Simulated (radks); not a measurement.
Values are calculated unless marked as measured or tabulated.
A nucleus of charge 41.5 with 41 electrons, 41 electrons, occupied as [Kr] 4d5. Level of theory: scalar-relativistic Kohn-Sham, r2SCAN, spin-unpolarised, spherical densities, finite nucleus; meta-GGA in the generalised Kohn-Sham scheme; Fermi nuclear charge, rms radius 4.4091 fm (a radial shooting solver on a logarithmic mesh with Libxc functionals).

Normalised radial functions P(r) = r R(r), r in bohr:

```
   r/bohr * 3p, o 4s (the largest magnitude, 1.64, reaches the edge; | marks zero, & curves that meet)
 0.001595                             *o
 0.001827                             *o
 0.002111                             *o
 0.002418                             *o
  0.00277                             *o
 0.003199                             *o
 0.003665                             * o
 0.004233                             * o
  0.00485                             * o
 0.005556                             * o
 0.006417                             |*o
 0.007352                             |* o
  0.00849                             |* o
 0.009727                             |* o
  0.01114                             |* o
  0.01287                             | * o
  0.01475                             | * o
  0.01703                             |  *o
  0.01951                             |   &
  0.02235                             |  o*
  0.02581                             |  o *
  0.02958                             |  o   *
  0.03416                             | o     *
  0.03913                             |o       *
  0.04483                             o          *
  0.05178                            o|           *
  0.05932                           o |             *
  0.06851                         o   |              *
  0.07849                        o    |              *
  0.08992                       o     |              *
   0.1038                       o     |             *
    0.119                       o     |          *
   0.1363                        o    |       *
   0.1574                          o  |  *
   0.1804                          *  o
   0.2083                    *        |  o
   0.2386              *              |     o
   0.2734        *                    |       o
   0.3157    *                        |        o
   0.3617  *                          |        o
   0.4178  *                          |      o
   0.4786    *                        |  o
   0.5484        *                  o |
   0.6333             *        o      |
   0.7256                 o*          |
   0.8379             o        *      |
     0.96           o             *   |
      1.1           o               * |
     1.27             o              *|
    1.455                o            *
    1.681                    o        *
    1.926                       o     *
    2.206                         o   *
    2.548                           o *
    2.919                            o*
    3.371                             &
    3.862                             &
    4.425                             &
     5.11                             &
    5.854                             &
    6.761                             &
    7.746                             &
```

3p: eigenvalue -370.64 eV, 1 radial node at r = 0.169 bohr, <r> = 0.437 bohr, 90 % of the charge inside 0.661 bohr. 4s: eigenvalue -64.975 eV, 3 radial nodes at r = 0.0452, 0.182, 0.521 bohr, <r> = 1.14 bohr, 90 % of the charge inside 1.66 bohr.
